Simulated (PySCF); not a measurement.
**Spinor energies of Se²⁴⁺ (selenium, charge +24)**

Start: [Ne]. Calculated with PySCF 2.14 in an even-tempered Gaussian basis (18 s from 7.2 bohr⁻², ratio 2.4; 12 p from 9.4 bohr⁻², ratio 2.4; 5 d from 40 bohr⁻², ratio 2.6; 5 f from 60 bohr⁻², ratio 2.6): generalised Hartree-Fock with the X2C-1e Hamiltonian and a Gaussian nucleus; one run each with spin-orbit coupling (SO) switched off, then screened by Boettger's factors.

```json
{"spinor shell": "1s1/2", "electrons": "2", "ε, spin-free (eV)": "-13863.3", "ε, screened SO (eV)": "-13863.0", "weight of nominal j (screened SO)": "1.000", "rms radius, screened SO (bohr)": "0.0507"}
{"spinor shell": "2s1/2", "electrons": "2", "ε, spin-free (eV)": "-2754.1", "ε, screened SO (eV)": "-2754.1", "weight of nominal j (screened SO)": "1.000", "rms radius, screened SO (bohr)": "0.207"}
{"spinor shell": "2p1/2", "electrons": "2", "ε, spin-free (eV)": "-2555.6", "ε, screened SO (eV)": "-2585.5", "weight of nominal j (screened SO)": "1.000", "rms radius, screened SO (bohr)": "0.182"}
```

Question: Where does 2p3/2 lie, and what is the 2p spin-orbit splitting (screened SO)?

Answer: At -2541.4 eV, 44.120 eV above 2p1/2.

```json
{"quantity": "E (hartree)", "spin-free": "-2056.12406", "screened SO": "-2056.23027"}
{"quantity": "M_J", "spin-free": "0", "screened SO": "0"}
{"quantity": "⟨J²⟩", "spin-free": "0.000", "screened SO": "0.000"}
{"quantity": "⟨L²⟩", "spin-free": "0.000", "screened SO": "0.001"}
{"quantity": "⟨S²⟩", "spin-free": "0.000", "screened SO": "0.001"}
```

Without spin-orbit coupling the j labels of p, d and f shells carry no meaning; the spin-free column gives the mean over the occupied spinors of each nl shell.
